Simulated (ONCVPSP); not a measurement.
# Ranking ONCV potentials for Li

All share these settings but for the change named:

lithium (Li), optimised norm-conserving Vanderbilt (ONCV), made with ONCVPSP 4.0.1 (LDA (Perdew-Wang 92), scalar-relativistic). Core none, reference 1s2 2s1. Waves: 1s+2s: rc 0.95 bohr, ncon 4, nbas 8, qcut 9.8 1/bohr, 2 projectors; p scattering state at 0.07 Ha: rc 0.75 bohr, ncon 3, nbas 7, qcut 10.4 1/bohr, local. Local part: the p channel. Core correction: none.

Cutoff: the first of the cutoffs (Ha) at which the residual kinetic energy of the hardest occupied pseudo-wave falls to 1 and 0.1 mHa per electron; the density cutoff is not measured.

The base gives 43 Ha.

Of 8 variants that were run, those that failed, showed a ghost or another fault, or gave nearly equal values are left out.

A variant can come out equal or close to the base.

Rank these variants from softest to hardest (loose cutoff).
A. s: qcut 6.3; p: qcut 6.7
B. s: qcut 7.6; p: qcut 8
C. s: qcut 12; p: qcut 12.7
D. s: qcut 8.5; p: qcut 9
E. s: qcut 9.5; p: qcut 10

E (43 Ha), C (52 Ha), D (63 Ha), B (159 Ha), A (185 Ha).
